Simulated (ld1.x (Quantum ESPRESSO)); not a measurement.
## What one change does to a pseudopotential (hydrogen (H), ultrasoft)

* Element: H
* Generator: ld1.x (Quantum ESPRESSO) 7.5
* Type: ultrasoft
* Functional: PBE
* Relativity: scalar-relativistic
* Frozen core: none
* Valence charge: 1
* Reference configuration: 1s1
* Partial waves: 1s (bound): rcut 0.75, rcutus 1.05 bohr; 1s channel at 3.55 Ry: rcut 0.75, rcutus 1.05 bohr; 2p channel at 0.35 Ry: rcut 0.70, rcutus 1.00 bohr; 2p channel at 2.85 Ry: rcut 0.70, rcutus 1.00 bohr
* Local potential: all-electron potential smoothed inside 0.80 bohr (lloc = -1)
* Core correction: none
* Augmentation charge: built from norm-conserving waves at rcut, not smoothed further

Change: all radii scaled by about 1.14 (s 1.20, p 1.14 bohr, rcut 0.86/0.80); local potential all-electron potential smoothed inside 0.92 bohr (lloc = -1).

Cutoffs: the cutoffs (Ry, on a coarse ladder) from which the occupation-weighted sum of valence levels, in a spherical-Bessel basis at the reference potential, stays within 10 and 1 mRy of its value at 400 Ry; they do not see the model core or the augmentation charge, which bear on the density cutoff. Errors are all-electron minus pseudo energies relative to the spin-unpolarised reference configuration.

Problem. What does the change do?

Solution. The potential gets softer (18 Ry and 35 Ry → 15 Ry and 25 Ry); neither file shows a bound ghost. A larger radius leaves more room for a smooth pseudo-wave, so fewer plane waves are needed.

```
                            quantity            base         changed
                       cutoff, loose           18 Ry           15 Ry
                       cutoff, tight           35 Ry           25 Ry
                        bound ghosts            none            none
   error for 1s0.5, meV [ΔE 4.76 eV]            +0.1            +0.3
lowest overlap eigenvalue by channel  s 0.95, p 0.96  s 1.00, p 0.97
```
